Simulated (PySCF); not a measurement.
# Worked example: dipole moment from atomic charges

CH4F2OSi, SMILES C[Si](O)(F)F. Atoms are numbered in the order given.

```xyz
9

C     -0.1801     1.8083     0.0000
Si    -0.0065    -0.0208     0.0000
O     -1.4836    -0.7346     0.0000
F      0.8460    -0.5311    -1.2790
F      0.8460    -0.5311     1.2790
H     -0.7314     2.1421     0.8922
H      0.8089     2.2910     0.0000
H     -0.7314     2.1421    -0.8922
H     -1.5336    -1.6961     0.0000
```
Charge 0, spin multiplicity 1.

Geometry optimised at ωB97X-D3(BJ)/def2-SVP. The values are those of a single conformer.

Charges (e) from PBE/def2-TZVP in PySCF:

```csv
atom,Mulliken,ESP fit
C1,-0.483,-0.698
Si2,0.770,1.055
O3,-0.477,-0.684
F4,-0.286,-0.338
F5,-0.286,-0.338
H6,0.146,0.195
H7,0.147,0.186
H8,0.146,0.195
H9,0.322,0.426
```

The dipole moment of the full density is 1.18 D.

Problem. What dipole moment does each set of point charges give, and which comes closer to that of the density?

Solution. 
μ = Σ q r, and 1 e Å = 4.8032 D.
Mulliken: Σ q r = (-0.283, 0.181, 0.000) e Å, |μ| = 1.61 D.
ESP fit: Σ q r = (-0.226, 0.116, 0.000) e Å, |μ| = 1.22 D.
ESP fit comes closer in size. Point charges leave out the atoms' own dipoles (lone pairs, polarised bonds); fits to the potential absorb them, partitions of the density don't.
